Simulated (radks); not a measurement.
Spherical quantum dot in the effective-mass picture: electrons in a parabolic well V = omega^2 r^2 / 2 with omega = 0.0883, all in effective atomic units (hartree* = m*/eps^2 hartree, bohr* = eps/m* bohr), one dielectric constant everywhere. Calculated with a radial shooting solver with Libxc functionals: non-relativistic Kohn-Sham, LDA (Slater exchange, Perdew-Wang correlation), spin-polarised, spherical densities. Levels are named by radial order and angular momentum (1s, 1p, 1d, 2s, ...), and open shells are averaged over m.

N = 28, configuration 1s2 1p6 1d10 2s2 1f(up 7, down 1). This is the lowest configuration that the search found (a dilute case). Occupied and some empty levels:

| level | occupation | eigenvalue (hartree*) | <r> (bohr*) |
|---|---|---|---|
| 1s up | 1 | 2.6109 | 9.665 |
| 1s down | 1 | 2.6166 | 9.021 |
| 1p up | 3 | 2.6246 | 11.05 |
| 1p down | 3 | 2.6324 | 10.79 |
| 1d up | 5 | 2.6432 | 11.89 |
| 1d down | 5 | 2.6520 | 11.80 |
| 2s up | 1 | 2.6564 | 8.546 |
| 2s down | 1 | 2.6601 | 8.954 |
| 1f up | 7 | 2.6664 | 12.51 |
| 1f down | 1 | 2.6755 | 12.50 |
| 2p up | 0 | 2.6886 | 9.675 |
| 2p down | 0 | 2.6924 | 9.752 |
| 1g up | 0 | 2.6937 | 13.02 |
| 1g down | 0 | 2.7029 | 13.05 |
| 2d up | 0 | 2.7231 | 10.72 |
| 2d down | 0 | 2.7277 | 10.70 |

Energy (hartree*): total 44.2310, kinetic 1.2981, external 15.285, Hartree 30.863, exchange-correlation -3.2154.

Electron density:

| r (bohr*) | n(r) (e/bohr*^3) |
|---|---|
| 1.07 | 0.002678 |
| 2.85 | 0.002243 |
| 4.64 | 0.001735 |
| 6.42 | 0.001550 |
| 8.20 | 0.001814 |
| 9.99 | 0.002248 |
| 11.8 | 0.002282 |
| 13.6 | 0.001554 |
| 15.3 | 0.0005969 |
| 17.1 | 0.0001150 |
| 18.9 | 0.00001058 |
| 20.7 | 4.853e-07 |
| 22.5 | 1.097e-08 |
